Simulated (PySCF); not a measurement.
Excitations are Tamm–Dancoff values on a coarser integration grid. The basis has no diffuse functions, so Rydberg states are missing or too high.

Cartesian coordinates (Å):
SMILES: NB(Cl)Cl
```xyz
6

N     -0.7740    -0.2307     0.0183
B      0.5495     0.1637    -0.0134
Cl     0.9695     1.8423    -0.3528
Cl     1.8338    -1.0068     0.2865
H     -1.0484    -1.1788     0.2090
H     -1.5305     0.4103    -0.1476
```
Charge 0, spin multiplicity 1.

**Question.** Estimate the S1–T1 gap (TDA), total energy, HOMO–LUMO gap, dipole moment and brightest of the four lowest singlets (TDA) that PySCF with CAM-B3LYP-D3(BJ)/def2-TZVP returns for this input.

**Answer.** 
```
Item                                                 Value
-------------------------------------------  -------------
S1–T1 gap (TDA)                                    1.09 eV
total energy                                 -1001.3949 Ha
HOMO–LUMO gap                                     11.36 eV
dipole moment                                       2.82 D
brightest of the four lowest singlets (TDA)        8.22 eV
```
